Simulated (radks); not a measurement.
Initial-state core-level shifts of the cadmium ion Cd3+ when its valence configuration changes from [Kr] 4d9. Calculated with a radial shooting solver on a logarithmic mesh with Libxc functionals: Dirac Kohn-Sham, PBE, spin-unpolarised, spherical densities, point nucleus; open shells are shared between the two j in proportion to 2j + 1. Shifts are changes of the shell-averaged eigenvalues in eV (positive: less bound).

valence,1s,3p,3d,4s
4d8 5p1,-7.728,-7.879,-7.927,-7.029
4d8 5s0.5 5p0.5,-7.072,-7.227,-7.275,-6.382
4d8.5 5s0.5,-3.159,-3.241,-3.264,-2.844
4d7 5s2,-13.165,-13.463,-13.572,-11.597
4d8 5s1,-6.409,-6.568,-6.618,-5.728
4d8.5 5p0.5,-3.828,-3.905,-3.927,-3.506
4d7 5p2,-15.721,-16.012,-16.119,-14.103
